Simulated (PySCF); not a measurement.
**F₂Ga, SMILES `[Ga]([F])[F]` (charge 0, multiplicity 2)**

Computed with TPSSh-D3(BJ)/def2-TZVP // B3LYP-D3(BJ)/def2-TZVP (PySCF).

```
Property                                                        Result
-----------------------------  ---------------------------------------
highest occupied spin orbital                                 -7.13 eV
dipole moment                                                   2.37 D
total energy                                              -57814.69 eV
cost                           about 3.0 core-minutes (a rough figure)
```

Bond lengths (Å): F1–Ga2 1.770, Ga2–F3 1.770. Bond angles (°): F1–Ga2–F3 117.2.
Charge 0, spin multiplicity 2.
